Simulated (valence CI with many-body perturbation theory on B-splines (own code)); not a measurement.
# Rh31+: magnetic and hyperfine properties of the levels

Calculated by valence CI with perturbative core correlation (CI+MBPT): four valence electrons over a frozen Dirac-Fock core [Ne], a basis of 11 s, 11 p, 9 d, 7 f, 5 g, 2 h, 1 i functions for each j, with the one-electron correlation potential Σ1 (screened to all orders), the two-electron term Σ2, the three-electron term Σ3, Breit, model QED; selected single and double excitations, second order for the rest (own B-spline code, finite nucleus).

The last digits are not significant, and no measured levels were compared; by estimate large intervals hold to a few tenths of a per cent, small ones and those within an open d or f shell to about a per cent.

A/g_I is the dipole constant over the nuclear g factor μ/I (μ in nuclear magnetons, uniformly magnetised nucleus), B/Q the quadrupole constant per barn. Both hold the static response of the core; the bare values leave it out. Large factors of s and p1/2 electrons are usually good to 5 to 10 %; those of open d and f shells near neutrality can be off by tens of per cent, and small factors of p3/2, d and f electrons come from cancelling terms and can be off by a factor of two or in sign, in half-filled shells by more. B is blank for J = 1/2, where it vanishes, and for nearly pure S terms. Energies count from the lowest level. Levels with J = 0 are left out.

Levels are named by their leading jj configuration (3d3/2^4 stands for four electrons in 3d with j = 3/2), which in mixed levels can hold well under half, so a name can repeat and another be missing. Letters in brackets count levels of one name in rising energy.

| Level | E (cm⁻¹) | g | A/g_I (MHz) | A/g_I bare | B/Q (MHz/b) | B/Q bare |
| --- | --- | --- | --- | --- | --- | --- |
| (3s^2 3p1/2 3p3/2) J=1 | 233750 | 1.497 | -7560 | -6160 | 34500 | 33800 |
| (3s^2 3p1/2 3p3/2) J=2 | 273320 | 1.221 | 80400 | 78800 | 43200 | 42300 |
| (3s^2 3p3/2^2) J=2 | 536250 | 1.272 | 40000 | 39700 | 25700 | 25100 |
| (3s 3p1/2^2 3p3/2) J=2 | 841020 | 1.751 | 187000 | 183000 | 36100 | 35300 |
| (3s 3p1/2^2 3p3/2) J=1 | 970860 | 0.861 | -97200 | -93300 | 53500 | 52400 |
| (3s 3p1/2 3p3/2^2) J=2 [a] | 1063400 | 1.429 | 126000 | 123000 | 47100 | 46100 |
| (3s 3p1/2 3p3/2^2) J=3 | 1127600 | 1.322 | 156000 | 152000 | -11200 | -10800 |
| (3s^2 3p1/2 3d3/2) J=2 | 1149800 | 0.871 | 55400 | 54700 | -10000 | -9170 |
| (3s 3p1/2 3p3/2^2) J=1 [a] | 1238600 | 1.272 | 133000 | 130000 | -54700 | -53500 |
| (3s 3p1/2 3p3/2^2) J=2 [b] | 1272200 | 0.976 | 14900 | 15300 | 2780 | 3100 |
| (3s^2 3p1/2 3d5/2) J=3 | 1310200 | 1.106 | 49700 | 49100 | 33300 | 33400 |
| (3s 3p1/2 3p3/2^2) J=1 [b] | 1323400 | 1.296 | 68500 | 67800 | -623 | -448 |
| (3s^2 3p1/2 3d5/2) J=2 | 1362100 | 1.308 | 44500 | 44200 | -1560 | -1060 |
| (3s^2 3p1/2 3d3/2) J=1 | 1369200 | 1.043 | -27800 | -25600 | 19700 | 19500 |
| (3s 3p3/2^3) J=2 | 1432500 | 1.299 | 106000 | 103000 | -34300 | -33400 |
| (3s^2 3p3/2 3d5/2) J=4 | 1513300 | 1.247 | 18800 | 19200 | 84300 | 83400 |
| (3s^2 3p3/2 3d3/2) J=1 | 1551500 | 1.182 | 20000 | 20700 | -21100 | -20800 |
| (3s^2 3p3/2 3d3/2) J=2 | 1562200 | 1.061 | 14400 | 15100 | -11900 | -11600 |
| (3s^2 3p3/2 3d3/2) J=3 | 1572000 | 1.216 | 35400 | 35600 | 22200 | 22200 |
| (3s 3p3/2^3) J=1 | 1645000 | 1.338 | -71700 | -67400 | -16900 | -16600 |
| (3s^2 3p3/2 3d5/2) J=2 | 1661200 | 1.275 | 85500 | 83800 | -50100 | -49000 |
| (3s^2 3p3/2 3d5/2) J=3 | 1691900 | 1.091 | 23900 | 24000 | 42300 | 42300 |
| (3s^2 3p3/2 3d5/2) J=1 | 1762100 | 0.982 | -22100 | -20600 | 5430 | 5580 |
| (3s 3p1/2^2 3d3/2) J=1 | 1780400 | 0.268 | -128000 | -124000 | 3750 | 4040 |
| (3s 3p1/2^2 3d3/2) J=2 | 1793800 | 1.225 | 123000 | 120000 | 10200 | 10500 |
| (3p1/2^2 3p3/2^2) J=2 | 1859500 | 1.245 | 6410 | 7870 | -6210 | -5800 |
| (3s 3p1/2^2 3d5/2) J=3 | 1875000 | 1.371 | 96800 | 95100 | 22100 | 22500 |
| (3s 3p1/2 3p3/2 3d3/2) J=1 [a] | 1975000 | 1.289 | 103000 | 101000 | -32800 | -32400 |
| (3s 3p1/2 3p3/2 3d3/2) J=2 [a] | 1976600 | 1.029 | 35100 | 35000 | -20900 | -20300 |
| (3s 3p1/2 3p3/2 3d3/2) J=3 [a] | 1993700 | 1.241 | 107000 | 105000 | -21200 | -20500 |
| (3s 3p1/2 3p3/2 3d5/2) J=4 [a] | 2014000 | 1.350 | 83400 | 82200 | 42500 | 42500 |
| (3s 3p1/2 3p3/2 3d3/2) J=2 [b] | 2017600 | 1.068 | 36500 | 36300 | -7270 | -6800 |
| (3s 3p1/2 3p3/2 3d5/2) J=4 [b] | 2043400 | 1.342 | 112000 | 110000 | 38600 | 38100 |
| (3s 3p1/2 3p3/2 3d5/2) J=1 [a] | 2079400 | 1.447 | -34600 | -31300 | -19700 | -19300 |

Problem. Take the isotope of mass number 103, with I = 1/2, μ = -0.08829 μN. What is the hyperfine structure of (3s 3p1/2^2 3p3/2) J=2?

Solution. From the table A = -33000 MHz. Shifts from the centre of gravity in MHz: F = 3/2: 49500, F = 5/2: -33000.
